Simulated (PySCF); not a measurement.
## Quadrupolar nuclei of 4-methylbenzyl alcohol in NMR

Species: 4-methylbenzyl alcohol, C₈H₁₀O.
Atom-mapped SMILES: `[CH3:1][c:2]1[cH:3][cH:4][c:5]([CH2:6][OH:7])[cH:8][cH:9]1` (hydrogens: H10, H11, H12 on C1; H13 on C3; H14 on C4; H15, H16 on C6; H17 on O7; H18 on C8; H19 on C9)

Cartesian coordinates in Å at the GFN2-xTB level; atoms count from 1:
```
atom  x, y, z in Å
C1    -2.978   -0.633   -0.330
C2    -1.529   -0.287   -0.165
C3    -0.572   -0.810   -1.026
C4     0.762   -0.475   -0.891
C5     1.174    0.396    0.110
C6     2.637    0.713    0.287
O7     3.347   -0.355    0.886
C8     0.222    0.913    0.977
C9    -1.113    0.578    0.838
H10   -3.093   -1.627   -0.756
H11   -3.456    0.080   -1.003
H12   -3.498   -0.595    0.624
H13   -0.876   -1.488   -1.811
H14    1.497   -0.893   -1.563
H15    3.119    0.867   -0.682
H16    2.755    1.629    0.886
H17    2.910   -0.586    1.713
H18    0.524    1.589    1.765
H19   -1.842    0.993    1.521
```

Computed at PBE0/pcSseg-1 (PySCF, non-relativistic):

```tsv
atom	environment	nucleus	spin I	Q (b)	CQ = χzz (MHz)	η
O7	alcohol oxygen	17O	5/2	-0.0256	12.044	0.919
```

Which field gradients stand behind these couplings (CQ in MHz = 234.96 × Q in b × Vzz in au)?

Vxx = −Vzz(1 − η)/2 and Vyy = −Vzz(1 + η)/2, in au:

| atom | Vxx (au) | Vyy (au) | Vzz (au) | Vzz (10²¹ V/m²) |
| --- | --- | --- | --- | --- |
| O7 | 0.081 | 1.921 | -2.002 | -19.46 |

Give the quadrupolar product PQ = |CQ|√(1 + η²/3), the quadrupolar frequency νQ = 3|CQ|/[2I(2I − 1)] and the Larmor frequency ν0 = |g| × 7.62259 MHz/T × B at 11.75 T, with g(17O) = −0.75752.

| atom | PQ (MHz) | νQ (MHz) | ν0 (MHz) | νQ/ν0 |
| --- | --- | --- | --- | --- |
| O7 | 13.63 | 1.807 | 67.85 | 0.027 |

For O7: PQ = 12.04 × 1.1321, νQ = 12.04 × 0.1500, ν0 = 5.7742 MHz/T × 11.75 T.

Second-order quadrupolar shift of the central transition's centre of gravity (half-integer spins, νQ < ν0/10) at 11.75, 14.1 and 18.8 T.

δ = −(3/40)(PQ/ν0)² [I(I + 1) − 3/4]/[I²(2I − 1)²], in ppm:

| site | 11.75 T | 14.1 T | 18.8 T |
| --- | --- | --- | --- |
| 17O at O7 | -242 | -168 | -94.7 |

Take a correlation time of 1.5 ps, isotropic tumbling and extreme narrowing. What quadrupolar relaxation rates and linewidths follow?

1/T1 = 1/T2 = (3π²/10)(2I + 3)/[I²(2I − 1)] × PQ² × τc; the width is 1/(πT2).

```
     site  spin factor (2I + 3)/[I²(2I − 1)]  1/T1 (s⁻¹)  T1 (ms)  linewidth (Hz)
17O at O7                              0.320         264     3.78            84.1
```

The couplings are those of the rigid, isolated species; surroundings and motion change them. GFN2-xTB frequencies show an imaginary mode (27i cm⁻¹), so this geometry is no minimum at that level. GFN2-xTB bond lengths can be off by several hundredths of an ångström, more for odd bonds, and the gradients follow them. With a basis this small, the couplings can be 20 % off.

These values come from a run that also computed NMR shieldings. Hardware: Arm Neoverse V1, one thread (shared host). Cost: 35 s wall.

One conformer stands for the species.
